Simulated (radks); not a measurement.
Trend from K4+ to Kr4+: ionisation energy by Delta-SCF between NIST ground configurations, and size. Method: Dirac Kohn-Sham, PBE, spin-unpolarised, spherical densities, point nucleus; open shells fill j = l - 1/2 first; computed with a radial shooting solver on a logarithmic mesh with Libxc functionals.

species      configuration  configuration of the ion  IE (eV)  NIST (eV)       kind   -e(HOMO) (eV)
K4+           [Ne] 3s2 3p3              [Ne] 3s2 3p2   80.017       82.7  semi-emp.  71.290 (3p3/2)
Ca4+          [Ne] 3s2 3p4              [Ne] 3s2 3p3   86.495       84.3  semi-emp.  77.215 (3p3/2)
Sc4+          [Ne] 3s2 3p5              [Ne] 3s2 3p4   92.984      91.95  semi-emp.  83.168 (3p3/2)
Ti4+                  [Ar]              [Ne] 3s2 3p5   99.502      99.30       exp.  89.160 (3p3/2)
V4+               [Ar] 3d1                      [Ar]   65.282     65.282       exp.  55.232 (3d3/2)
Cr4+              [Ar] 3d2                  [Ar] 3d1   68.442      69.46  semi-emp.  58.052 (3d3/2)
Mn4+              [Ar] 3d3                  [Ar] 3d2   71.511       72.4  semi-emp.  60.784 (3d3/2)
Fe4+              [Ar] 3d4                  [Ar] 3d3   74.498       75.0  semi-emp.  63.438 (3d3/2)
Co4+              [Ar] 3d5                  [Ar] 3d4   77.167       79.5  semi-emp.  65.803 (3d5/2)
Ni4+              [Ar] 3d6                  [Ar] 3d5   79.990       76.1  semi-emp.  68.304 (3d5/2)
Cu4+              [Ar] 3d7                  [Ar] 3d6   82.752         80  semi-emp.  70.749 (3d5/2)
Zn4+              [Ar] 3d8                  [Ar] 3d7   85.458         83  semi-emp.  73.141 (3d5/2)
Ga4+              [Ar] 3d9                  [Ar] 3d8   88.113       86.0  semi-emp.  75.485 (3d5/2)
Ge4+             [Ar] 3d10                  [Ar] 3d9   90.719      90.50       exp.  77.785 (3d5/2)
As4+         [Ar] 3d10 4s1                 [Ar] 3d10   63.503       62.8       exp.  56.968 (4s1/2)
Se4+         [Ar] 3d10 4s2             [Ar] 3d10 4s1   68.571       68.3  semi-emp.  61.714 (4s1/2)
Br4+     [Ar] 3d10 4s2 4p1             [Ar] 3d10 4s2   59.294      59.60       exp.  52.776 (4p1/2)
Kr4+     [Ar] 3d10 4s2 4p2         [Ar] 3d10 4s2 4p1   63.853       64.7  semi-emp.  56.962 (4p1/2)

Reference values: NIST Atomic Spectra Database (exp. = measured, semi-emp. = semi-empirical, theory = theoretical value adopted there). Spin polarisation and multiplet splitting are left out, so open shells lie too high by an amount that depends on their filling.

Beside tabulated values, note that spin-unpolarised runs miss the spin-polarisation part of the exchange energy of open shells.
